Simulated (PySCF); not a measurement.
A calculated (revPBE, PySCF 2.14, dyall-acv3z, the non-relativistic Hamiltonian (point nucleus)) atom or ion has these occupied shells.

| shell | electrons | orbital energy (eV) | rms radius, mean of both spins (bohr) |
| --- | --- | --- | --- |
| 1s α | 1 | -3121.3 | 0.0999 |
| 1s β | 1 | -3121.1 | 0.0999 |
| 2s α | 1 | -308.75 | 0.453 |
| 2s β | 1 | -308.58 | 0.453 |
| 2p α | 3 | -243.72 | 0.420 |
| 2p β | 3 | -243.45 | 0.420 |
| 3s α | 1 | -37.035 | 1.48 |
| 3s β | 1 | -35.638 | 1.48 |
| 3p α | 3 | -22.610 | 1.69 |
| 3p β | 2 | -21.522 | 1.69 |

**Question.** Name the element and its charge.

**Answer.** Ar⁺ (argon, charge +1), in [Ne] 3s2 3p5, 2P determinant.
